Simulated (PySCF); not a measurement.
Adding and removing an electron: SnF

PBE0; basis Sn cc-pVDZ-PP with ECP28, F cc-pVDZ; scalar-relativistic core potentials; PySCF 2.14. Neutral (UKS): doublet (π ↑), Re = 1.967 Å, ωe = 603 cm⁻¹, De = 4.58 eV, HOMO -4.73 eV, LUMO -2.88 eV.

SnF⁺ (UKS): singlet (closed shell), Re = 1.909 Å, ωe = 692 cm⁻¹, De = 4.84 eV to Sn⁺ + F. The energies at the minima are -314.05677 hartree for SnF and -313.79780 for SnF⁺.

**Question.** Work out the adiabatic ionisation energy, without and with harmonic zero-point energies (1 hartree = 27.2114 eV, 1 eV = 8065.5 cm⁻¹), and the change of the bond length.

**Answer.** At PBE0: 0.25897 hartree = 7.047 eV between the minima; the zero-point term (692.0 − 603.0)/2 cm⁻¹ = +0.006 eV makes it 7.052 eV. Re changes by -5.8 pm against the neutral. The electron leaves a π orbital, and the shorter bond of the ion fits an antibonding orbital, or a change in how ionic the bond is.

These are scalar-relativistic numbers at best; spin–orbit coupling would shift them, the dissociation energy most. For an ion De counts to the pair picked by the measured ionisation energies or electron affinities, which need not be the lowest pair at this level. States were picked by a PBE0 search and need not be the measured ground states.
